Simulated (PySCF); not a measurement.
Start geometry of `C[Te](C)(C)C` from GFN2-xTB (Å):
```
atom  x, y, z in Å
C1    -0.7262   -1.0763   -1.2057
Te2    0.2542    0.7019   -0.4943
C3    -1.8824    1.3733    0.0950
C4     2.1766   -0.6106   -0.6387
C5     0.5213    0.4479    1.6144
H6    -1.7048   -0.7702   -1.6415
H7    -0.1213   -1.5501   -1.9475
H8    -0.8926   -1.7093   -0.3729
H9    -2.4868    1.5452   -0.7559
H10   -2.3577    0.6262    0.7364
H11   -1.8488    2.3087    0.6698
H12    2.3752   -0.8659   -1.6637
H13    1.9943   -1.5345   -0.0921
H14    2.9987   -0.0952   -0.2258
H15    0.0120    1.2392    2.1547
H16    0.0909   -0.4850    1.9141
H17    1.5809    0.4667    1.8639
```

**Question.** What comes out of this run: PySCF 2.14.0, PBE0-D3(BJ)/def2-SVP geometry optimisation, gas phase, def2 core potentials past Kr?

**Answer.** 
```
atom  x, y, z in Å
C1    -0.849   -1.094   -1.223
Te2    0.301    0.561   -0.458
C3    -1.736    1.407    0.145
C4     2.052   -0.903   -0.585
C5     0.624    0.402    1.667
H6    -1.794   -0.712   -1.629
H7    -0.256   -1.610   -1.989
H8    -1.050   -1.777   -0.387
H9    -2.323    1.611   -0.765
H10   -2.304    0.720    0.793
H11   -1.579    2.358    0.680
H12    2.238   -1.149   -1.643
H13    1.861   -1.835   -0.028
H14    2.954   -0.420   -0.176
H15    0.122    1.239    2.168
H16    0.189   -0.550    2.002
H17    1.705    0.402    1.859
```

The energy falls by 0.203 eV over 6 energy and gradient evaluations, the largest force component goes from 0.0358 to 4.4e-04 Eh/bohr, and the atoms move by 0.078 Å rms after alignment. Among the bonds, Te2–C4 and C4–H14 change most and about equally (-0.046 to +0.047 Å). Bonds longer at the end by more than 0.005 Å: 11 of 16; shorter: 3. Among the angles that change most is C1–Te2–C5, from 106.5° to 111.9°. Rotational constants go from 3406, 2293, 1864 to 3344, 2397, 1851 MHz. The orientation of the end geometry is arbitrary; only internal coordinates are fixed.

The run used 142 basis functions and 41 SCF cycles in all. On one thread, Arm Neoverse V1 (aarch64), no GPU, on a shared host, this took 62 s of wall time and 0.64 GiB of memory at its peak.

No frequency check.
